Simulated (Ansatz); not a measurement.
CuH2N, SMILES `[NH2][Cu]`, relaxed with RKS PBE-D4/def2-SVP in the Gaussian-basis code of Ansatz from a rough embedded geometry. The force threshold is 0.03 eV/Å; the program also tests the step.

Total charge 0; spin multiplicity 1.

Start:

```xyz
4

N    -0.042    0.116   -0.120
Cu    1.055   -1.120    0.911
H     0.100    1.072   -0.627
H    -1.113   -0.068   -0.164
```

| step | energy (eV) | largest force (eV/Å) | largest move (Å) |
| --- | --- | --- | --- |
| 1 | -46145.5254 | 2.457 | 0.000 |
| 2 | -46146.0362 | 1.752 | 0.195 |
| 3 | -46146.3137 | 0.442 | 0.175 |
| 4 | -46146.3420 | 0.287 | 0.044 |
| 5 | -46146.3447 | 0.016 | 0.013 |

End:

```xyz
4

N    -0.077   -0.047   -0.443
Cu    0.924   -0.864    0.845
H     0.190    0.956   -0.362
H    -1.037   -0.045   -0.041
```

Run time 4.7 s (2 threads of a server CPU on a shared host); peak host memory 0.11 GiB.
